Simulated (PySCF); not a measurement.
# Computed records: H6NSi2

Calculation on a computer-drawn molecule: the log of a Hartree-Fock and frozen-core CCSD(T) single point meant for a local Hartree-Fock minimum, with one planted fault or none, to be diagnosed. Offsets are logged minus clean, where the clean run is the same molecule without the fault. The reference is restricted for singlets and unrestricted otherwise, and also for a bond in bohr or an excited solution. Adding or removing an electron swaps singlet and doublet. The excited solution moves the top pair (singlet) or top alpha electron (doublet) to the lowest empty orbital. Highest occupied and lowest empty are orbital energies over both spins, largest force is the largest gradient component, triples share is (T) over the correlation energy, the T1 limit is 0.02 restricted and 0.045 unrestricted, electrons count all cores, a negative frequency is imaginary (commonest isotopes), and the dipole is about the centre of nuclear charge. Program: PySCF 2.14.0.

```json
{"formula": "H6NSi2", "logged_structure": {"atoms_angstrom": [["Si", 2.2032, 0.1403, 0.4305], ["N", 1.3981, -1.3262, 0.8908], ["Si", -0.1731, -1.5926, 1.5765], ["H", 2.9597, -0.0667, -0.833], ["H", 1.182, 1.1999, 0.2502], ["H", 1.9692, -2.1516, 0.8104], ["H", -1.0027, -2.465, 0.7121], ["H", -0.0805, -2.2454, 2.9041], ["H", -0.8323, -0.2783, 1.7225]]}, "given": {"meant_charge": 0, "meant_multiplicity": 2, "meant_basis": "cc-pV(D+d)Z", "logged_electrons": 42, "logged_basis_functions": 90, "logged_SCF_converged": "yes", "logged_spin_squared": 0.0, "logged_highest_occupied [eV]": 0.14998, "logged_lowest_empty [eV]": 8.0805, "logged_largest_force [hartree/bohr]": 0.067888, "logged_T1_diagnostic": 0.013296, "logged_D1_diagnostic": 0.03816, "logged_triples_share": 0.025413, "logged_CC_converged": "yes", "logged_dipole_magnitude [debye]": 7.104, "logged_SCF_stable_within_its_kind": "yes", "logged_energy_HF [hartree]": -635.77766, "logged_energy_CCSD(T) [hartree]": -636.22646, "possible_faults": "no fault, one electron removed, one electron added, multiplicity raised by two, geometry at a saddle point, SCF held on an excited solution, minimal basis STO-3G, one bond length entered in bohr, all coordinates scaled", "drawn_bonds_atom": [1, 2, 1, 1, 2, 3, 3, 3], "drawn_bonds_other_atom": [2, 3, 4, 5, 6, 7, 8, 9], "drawn_bonds_order": [1, 1, 1, 1, 1, 1, 1, 1]}, "results": {}, "notes": ["highest electron not bound in this basis"]}
```

## Withheld values
1. H6NSi2: planted fault?

Answers
1. one electron added

Further results for H6NSi2:

| Item | Value |
| --- | --- |
| HF energy offset from clean run | 25.96 kcal/mol |
| CCSD(T) energy offset from clean run | 6.824 kcal/mol |
